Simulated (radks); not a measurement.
Species: Lu50+. Configuration: [Ar] 3d3. Method: Dirac Kohn-Sham, relativistic LDA (MacDonald-Vosko exchange, VWN5 correlation), spin-unpolarised, spherical densities, finite nucleus; open shells fill j = l - 1/2 first; Fermi nuclear charge, rms radius 5.37 fm; computed with a radial shooting solver on a logarithmic mesh with Libxc functionals.

Spin-orbit splittings of the eigenvalues, e(l+1/2) - e(l-1/2), with zeta = 2 splitting/(2l+1) and mean radii in bohr:

\begin{tabular}{lrrrrr}
shell & occ. & splitting (eV) & zeta (eV) & <r> j=l-1/2 & <r> j=l+1/2 \\ \hline
2p & 6 & 1117 & 744.6 & 0.06718 & 0.07459 \\
3p & 6 & 274.8 & 183.2 & 0.1899 & 0.2017 \\
3d & 3 & 63.81 & 25.53 & 0.1740 & 0.1777 \\
\end{tabular}
